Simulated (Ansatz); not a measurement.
Input for Ansatz (a program for electronic structure): R-CCSD(T)/def2-TZVPP on CH4SSe (SMILES CS[SeH]), a point of a torsion scan. The run froze 20 orbitals, filled d shells among them.

Ansatz 0.2 input:
```yaml
crystal:
  periodic: [false, false, false]
  atoms:
    - {symbol: C, position_ang: [-0.87892279, -0.17946295, 0.01352599]}
    - {symbol: S, position_ang: [0.04482209, 1.35109672, -0.35425534]}
    - {symbol: Se, position_ang: [2.08814659, 0.78102610, 0.12666749]}
    - {symbol: H, position_ang: [-0.56748609, -0.96620667, -0.66699822]}
    - {symbol: H, position_ang: [-1.92460409, 0.05971098, -0.14643029]}
    - {symbol: H, position_ang: [-0.71645910, -0.47475046, 1.04556544]}
    - {symbol: H, position_ang: [2.21544052, -0.31433171, -0.83743550]}
basis:
  gaussian:
    orbitals: def2-TZVPP
magnetization: {spin_polarized: false}
correlation: {method: ccsd_t, electrons: outside_noble_gas}
scf: {lower_state_search: off}
```

### Question
What total energy does the run end on?

### Answer
-2838.1801 hartree (reference determinant -2837.6001, T1 diagnostic 0.011).

### Question
How many basis functions does it have, and what does it roughly cost on one machine?

### Answer
177 functions; roughly 40 core-seconds.
